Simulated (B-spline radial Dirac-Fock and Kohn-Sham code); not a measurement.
**Atomic SCF run for Ge**

ΔSCF core binding energies without Breit or QED terms, calculated with a radial finite-basis atomic code. Keys: rel is the Hamiltonian (dirac, or spin-free x2c and nr, where L3 and M5 stand for the whole 2p and 3d shells), method is hf or an exchange,correlation pair (spin-unpolarised, also for the hole states), nuc the nuclear model, radius_factor scales its radius, rmax is the box in bohr, h the logarithmic mesh step, order the B-spline order, points the quadrature points per cell, c_factor scales the speed of light, and damp, ndamp, maxit and tol steer the iteration. The run stops when the commutator error falls below 10·tol·max(1, Z/10), or the numerical noise floor, and the energy has settled to about 1e-8 Ha; the virial ratio is −V/T.

Input (task.json):

```json
{"items": [{"Z": 32, "q": 0, "cfg": [[1, 0, 2], [2, 0, 2], [2, 1, 6], [3, 0, 2], [3, 1, 6], [3, 2, 10], [4, 0, 2], [4, 1, 2]], "A": 74, "rrms": 4.0742, "do": "settings", "holes": ["K", "L3", "M5"],
  "settings": [{"rel": "dirac", "method": "hf", "nuc": "fermi", "radius_factor": 1.0, "rmax": 45.0, "h": 0.9, "order": 8, "points": 10, "c_factor": 1.0, "maxit": 64, "damp": 0.5, "ndamp": 3, "tol": 1e-08}]}]}
```

Command: `python xray2_run.py task.json out`

Ground-state iterations:

```
iter   energy (Ha)        error
   1    -2085.44452805  2.78e+00
   2    -2086.09992111  3.22e-01
   3    -2086.28264836  6.70e-02
   4    -2086.28783333  2.34e-02
   5    -2086.28823455  4.84e-03
   6    -2086.28828342  2.15e-03
   7    -2086.28829418  3.65e-04
   8    -2086.28829483  3.74e-05
   9    -2086.28829483  2.78e-06
  10    -2086.28829483  4.68e-07
  11    -2086.28829483  2.94e-08
```

The ground state converged in 11 iterations, with total energy -2086.28829 Ha, virial ratio 1.98548 and highest orbital energy -7.37 eV. ΔSCF binding energies: K (1s) 11158.5 eV, L3 (2p3/2) 1242.2 eV, M5 (3d5/2) 38.64 eV.

Q: One setting is unsound. Which, and why?

A: h is too large to resolve the orbitals. With the default settings (Dirac Hartree-Fock): The ground state converged in 11 iterations, with total energy -2097.47037 Ha, virial ratio 1.97879 and highest orbital energy -7.24 eV. ΔSCF binding energies: K (1s) 11134.2 eV, L3 (2p3/2) 1227.5 eV, M5 (3d5/2) 36.12 eV.
